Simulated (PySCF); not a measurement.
Species: hydrogen diatomic, H2.
InChI=1S/H2/h1H

The closed-shell ground state was solved at several levels (PySCF, density fitting, gas phase, non-relativistic). Isolated species at its PBE0-D3(BJ)/def2-TZVP geometry, gas phase. The dipole stays under 0.02 D at every level.

```json
{"level": "wB97X-D/aug-cc-pVTZ", "basis functions": "46", "total energy (Eh)": "-1.1767", "HOMO (eV)": "-14.04", "LUMO (eV)": "1.49", "gap (eV)": "15.53"}
{"level": "CAM-B3LYP/aug-cc-pVTZ", "basis functions": "46", "total energy (Eh)": "-1.1716", "HOMO (eV)": "-13.59", "LUMO (eV)": "0.94", "gap (eV)": "14.53"}
{"level": "PBE0/aug-cc-pVTZ", "basis functions": "46", "total energy (Eh)": "-1.1685", "HOMO (eV)": "-11.97", "LUMO (eV)": "0.70", "gap (eV)": "12.67"}
```

Estimate the row for PBE0/pcSseg-2, a basis of 28 functions; the other rows only guide the guess.

Total energy -1.1687 Eh, HOMO -11.97 eV, LUMO 1.44 eV, gap 13.41 eV.

Over all these levels, which gives the widest orbital gap and which the narrowest?

wB97X-D/aug-cc-pVTZ (range-separated hybrid) has the widest, 15.53 eV, and PBE0/aug-cc-pVTZ (global hybrid, 25 % exact exchange) the narrowest, 12.67 eV. The two share the basis. From the narrowest to the widest the HOMO moves by -2.07 eV and the LUMO by +0.79 eV.

Note: wB97X-D ran without an empirical dispersion term, which enters the total energy and its gradient alone.
